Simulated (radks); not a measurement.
Task: All-electron atom: Er47+ in [Ar] 3d2 4p1 (not the ground configuration). Calculated with a radial shooting solver on a logarithmic mesh with Libxc functionals: scalar-relativistic Kohn-Sham, LDA (Slater exchange, Perdew-Wang correlation), spin-polarised, spherical densities, point nucleus; open shells are filled with parallel spins first (spin-orbit coupling, left out, can overturn this in heavy ions). Some entries of the table are withheld. Estimate them.

| orbital | occ. | eigenvalue (eV) | r(max) (bohr) | <r> (bohr) |
|---|---|---|---|---|
| 1s up | 1 | -60292.23 | 0.01287 | 0.02038 |
| 1s down | 1 | -60290.71 | 0.01287 | 0.02038 |
| 2s up | 1 | -12536.35 | 0.07307 | 0.08593 |
| 2s down | 1 | -12525.09 | 0.07305 | 0.08588 |
| 2p up | 3 | -11442.01 | 0.05937 | 0.07613 |
| 2p down | 3 | -11432.61 | 0.05935 | 0.07608 |
| 3s up | 1 | (1) | 0.1995 | 0.2121 |
| 3s down | 1 | (2) | 0.1996 | 0.2123 |
| 3p up | 3 | -4359.331 | (3) | 0.2083 |
| 3p down | 3 | -4346.081 | (4) | 0.2084 |
| 3d up | 2 | -4011.528 | 0.1551 | 0.1846 |
| 3d down | 0 | -3995.658 | 0.1553 | 0.1848 |
| 4p up | 1 | -2272.384 | (5) | 0.4089 |
| 4p down | 0 | -2258.317 | (6) | 0.4091 |

Result: 
(1) 3s up eigenvalue (eV): -4689.841
(2) 3s down eigenvalue (eV): -4676.950
(3) 3p up r(max) (bohr): 0.1945
(4) 3p down r(max) (bohr): 0.1946
(5) 4p up r(max) (bohr): 0.4104
(6) 4p down r(max) (bohr): 0.4103
